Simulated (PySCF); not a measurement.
**Electronic structure of As²⁺ (arsenic, charge +2) at the UHF level**

Configuration: [Ar] 3d10 4s2 4p1, 2P determinant. Computed with PySCF 2.14 in aug-cc-pwCVDZ-PP with ECP10MDF (6s5p4d1f, 48 functions), with a scalar-relativistic core potential.

```json
{"Total energy": "-330.191615 hartree", "One-electron energy": "-569.3542 hartree", "Hartree (Coulomb) energy": "264.3131 hartree", "Exchange energy": "-25.1506 hartree", "⟨S²⟩": "0.7586", "⟨L²⟩": "2.026", "Sum of ⟨r⟩": "17.45 bohr", "Sum of ⟨r²⟩": "22.15 bohr²", "Traceless quadrupole moment −½Σ⟨3z² − r²⟩ along its main axis": "-2.20 e·bohr²"}
```

| shell | electrons | mean orbital energy (hartree) | spread (hartree) | rms radius, mean of both spins (bohr) |
| --- | --- | --- | --- | --- |
| 3s α | 1 | -8.89043 | 0 | 0.641 |
| 3s β | 1 | -8.88253 | 0 | 0.641 |
| 3p α | 3 | -6.80176 | 0.00116 | 0.668 |
| 3p β | 3 | -6.79266 | 0.02470 | 0.668 |
| 3d α | 5 | -2.87172 | 0.01174 | 0.741 |
| 3d β | 5 | -2.86604 | 0.02373 | 0.741 |
| 4s α | 1 | -1.43215 | 0 | 1.97 |
| 4s β | 1 | -1.33057 | 0 | 1.97 |
| 4p α | 1 | -1.02130 | 0 | 2.32 |

Energies and moments cover only the electrons outside the core potential.
